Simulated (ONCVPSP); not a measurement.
# What one change does to a pseudopotential (molybdenum, ONCV)

* Element: Mo
* Generator: ONCVPSP 4.0.1
* Type: optimised norm-conserving Vanderbilt (ONCV)
* Functional: BLYP
* Relativity: fully relativistic
* Frozen core: [Ar] 3d10
* Valence charge: 14
* Reference configuration: 4s2 4p6 4d5 5s0.75 5p0.25
* Partial waves: 4s+5s: rc 2.00 bohr, ncon 3, nbas 6, qcut 6.3 1/bohr, 2 projectors; 4p+5p: rc 2.35 bohr, ncon 3, nbas 6, qcut 6.9 1/bohr, 2 projectors; 4d: rc 1.55 bohr, ncon 5, nbas 8, qcut 7.1 1/bohr, 3 projectors, debl 0.9 Ha
* Local potential: polynomial inside 0.95 bohr (lpopt 3, dvloc0 0 Ha)
* Core correction: polynomial model core, fcfact 0.3

Open shells are filled in proportion to 2j + 1.

Change: local potential polynomial inside 0.95 bohr (lpopt 3, dvloc0 5 Ha).

Cutoffs: the cutoffs (Ha) at which the residual kinetic energy of the hardest occupied pseudo-wave falls to 1 and 0.1 mHa per electron; they do not see the model core or the augmentation charge, which bear on the density cutoff. Errors are all-electron minus pseudo energies relative to the spin-unpolarised reference configuration.

**Question.** Predict the effect on cutoff, ghosts and configuration errors.

**Answer.** The potential gets neither clearly harder nor softer (21 Ha and 26 Ha → 21 Ha and 26 Ha); both files keep a bound ghost (d); the errors of the 3 common tests hardly move; the range in which the s phases agree widens (upper end 2.9 → 4.0).

```tsv
quantity	base	changed
cutoff, loose	21 Ha	21 Ha
cutoff, tight	26 Ha	26 Ha
bound ghosts	d5/2, d3/2	d5/2, d3/2
GHOST(+) flags under 300 eV	s at 93.1 eV	none
tests with a reliable result	3 of 4	3 of 4
error for 4s2 4p6 4d5 5s1 5p0, meV [ΔE -0.77 eV]	-0.1	-0.1
error for 4s2 4p6 4d5 5s0 5p0, meV [ΔE 6.17 eV]	-0.9	-0.9
error for 4s2 4p6 4d4 5s1 5p1, meV [ΔE 2.89 eV]	-1.1	-1.1
s: phases at 2.03 bohr within 0.05 rad from the reference energy up to (Ha; the scan ends near 5)	2.9	4.0
p3/2: phases at 2.39 bohr within 0.05 rad from the reference energy up to (Ha; the scan ends near 5)	4.2	4.3
p1/2: phases at 2.39 bohr within 0.05 rad from the reference energy up to (Ha; the scan ends near 5)	4.2	4.3
d5/2: phases at 1.57 bohr within 0.05 rad from the reference energy up to (Ha; the scan ends near 5)	n/a	to the end of the scan
d3/2: phases at 1.57 bohr within 0.05 rad from the reference energy up to (Ha; the scan ends near 5)	to the end of the scan	to the end of the scan
rms error of d²Exc/dni dnj with the model core, mHa	2.21	2.21
```

 A true bound ghost makes a file unfit for plane-wave use even where its test errors are small: the radial tests pick states by their node count and pass the ghost by.
